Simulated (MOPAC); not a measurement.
MOPAC input (PM7):

```
PM7 1SCF GEO-OK AUX(PRECISION=9) THREADS=1
AlBrO

Al   -0.00000000 1   -0.00000000 1   -1.16094100 1
O    -0.00000000 1   -0.00000000 1   -2.75813000 1
Br    0.00000000 1    0.00000000 1    1.06163600 1
```

From the output:

```
                                                       MOPAC v23.2.5 Linux

          FINAL HEAT OF FORMATION =        -55.71998 KCAL/MOL =    -233.13242 KJ/MOL

          COSMO AREA              =        103.29 SQUARE ANGSTROMS
          COSMO VOLUME            =         90.64 CUBIC ANGSTROMS

          IONIZATION POTENTIAL    =         11.064409 EV
          HOMO LUMO ENERGIES (EV) =        -11.064 -0.706
          NO. OF FILLED LEVELS    =          8
          MOLECULAR WEIGHT        =        122.8849         POINT GROUP:  C*v

          MOLECULAR DIMENSIONS (Angstroms)

            Atom       Atom       Distance
           Br     3    O     2     3.81977
           Br     3    O     2     0.00000
           Al     1    O     2     0.00000

          SCF CALCULATIONS        =          1

   ATOM   CHEMICAL          X               Y               Z
  NUMBER   SYMBOL      (ANGSTROMS)     (ANGSTROMS)     (ANGSTROMS)

     1      Al         -0.00000000  *  -0.00000000  *  -1.16094100  *
     2       O         -0.00000000  *  -0.00000000  *  -2.75813000  *
     3      Br          0.00000000  *   0.00000000  *   1.06163600  *

                             CARTESIAN COORDINATES

   1   Al       -0.000000000    -0.000000000    -1.160941000
   2    O       -0.000000000    -0.000000000    -2.758130000
   3   Br        0.000000000     0.000000000     1.061636000

           Empirical Formula: O Al Br  =     3 atoms

      MOLECULAR POINT GROUP   :   C*v

                  EIGENVALUES
 -27.99498 -27.76774 -13.27594 -12.69194 -12.69194 -12.05051 -12.05051 -11.06441
  -0.70563  -0.70563   0.44858   3.09920  16.08543  16.08543  18.07142  18.07142
  21.26727 249.54114 249.54114 250.00672 250.19058 250.19058

              NET ATOMIC CHARGES AND DIPOLE CONTRIBUTIONS

  ATOM NO.   TYPE          CHARGE      No. of ELECS.   s-Pop       p-Pop       d-Pop
    1         Al           0.114188        2.8858     0.14171     2.00991     0.73419
    2          O          -0.248487        6.2485     1.77655     4.47194
    3         Br           0.134299        6.8657     1.82398     5.03992     0.00180
 DIPOLE           X         Y         Z       TOTAL
 POINT-CHG.     0.000     0.000     3.340     3.340
 HYBRID         0.000     0.000     1.239     1.239
 SUM            0.000     0.000     4.579     4.579

          ATOMIC ORBITAL ELECTRON POPULATIONS

     Atom    s        px        py        pz      x^2-y^2     xz        z^2       yz        xy
    1 Al   0.14171   0.63409   0.63409   0.74172   0.00000   0.22173   0.29073   0.22173   0.00000
    2  O   1.77655   1.41449   1.41449   1.64296
    3 Br   1.82398   1.72899   1.72899   1.58194   0.00000   0.00070   0.00041   0.00070   0.00000

 **********************
 *                    *
 * JOB ENDED NORMALLY *
 *                    *
 **********************

 == MOPAC DONE ==
```

The geometry given is a B3LYP-D3(BJ)/def2-TZVP minimum.
